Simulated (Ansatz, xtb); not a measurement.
## Two isomers of C2H2Sn

We compare I, `C#[C][SnH]`, a singlet, with II, `C=[C]=[Sn]`, a singlet. Both are isolated molecules in the gas phase, relaxed with PBE0-D3(BJ)/def2-SVP.

Task: Which of the two would you expect CCSD(T)/def2-TZVPP electronic energies to favour?

Result: Too close to call at this level: CCSD(T)/def2-TZVPP gives E(II) − E(I) = −0.95 kcal/mol.

How the difference moves with the method:

```json
{"level": "GFN2-xTB", "geometry": "GFN2-xTB", "E(II) − E(I) (kcal/mol)": "+14.94", "departure from the last row (kcal/mol)": "+15.89", "job, with rough time for the two": "optimisation, 0.45 s"}
{"level": "HF/STO-3G", "geometry": "GFN2-xTB", "E(II) − E(I) (kcal/mol)": "+23.67", "departure from the last row (kcal/mol)": "+24.62", "job, with rough time for the two": "single point, 2.6 s"}
{"level": "r2SCAN-D4/def2-SVP", "geometry": "GFN2-xTB", "E(II) − E(I) (kcal/mol)": "−5.49", "departure from the last row (kcal/mol)": "−4.54", "job, with rough time for the two": "single point, 5.2 s"}
{"level": "PBE0-D3(BJ)/def2-SVP", "geometry": "PBE0-D3(BJ)/def2-SVP", "E(II) − E(I) (kcal/mol)": "−4.05", "departure from the last row (kcal/mol)": "−3.10", "job, with rough time for the two": "optimisation, 52 s"}
{"level": "HF/def2-TZVPP", "geometry": "PBE0-D3(BJ)/def2-SVP", "E(II) − E(I) (kcal/mol)": "+8.42", "departure from the last row (kcal/mol)": "+9.37", "job, with rough time for the two": "part of the CCSD(T) run"}
{"level": "MP2/def2-TZVPP", "geometry": "PBE0-D3(BJ)/def2-SVP", "E(II) − E(I) (kcal/mol)": "−0.45", "departure from the last row (kcal/mol)": "+0.50", "job, with rough time for the two": "part of the CCSD(T) run"}
{"level": "CCSD(T)/def2-TZVPP", "geometry": "PBE0-D3(BJ)/def2-SVP", "E(II) − E(I) (kcal/mol)": "−0.95", "departure from the last row (kcal/mol)": "", "job, with rough time for the two": "single point, 2.1 min"}
```

As drawn, II has 1 C=C, 1 C=Sn, 1 C–H in place of 1 C≡C, 1 C–Sn, 1 Sn–H.

The largest departure from CCSD(T)/def2-TZVPP is that of HF/STO-3G, 24.62 kcal/mol.

With harmonic frequencies from PBE0-D3(BJ)/def2-SVP (ideal gas, rigid rotor, one conformer each, 298.15 K, 1 atm): the zero-point term adds +2.84 kcal/mol; ΔH is +1.64 and ΔG +2.26 kcal/mol.

The correlated steps freeze 6 core orbitals; the filled d shell of Sn is correlated, in a basis made for valence electrons. Atoms past krypton carry core potentials in the def2 sets, other sets are all-electron and non-relativistic, and no spin–orbit term is included. Mirror images aren't counted in ΔG. Codes used: Ansatz 0.2.0, xtb 6.7.1; the last row on 1 thread of Intel(R) Xeon(R) Processor @ 2.50GHz (Skylake/Cascade Lake) on a shared host.
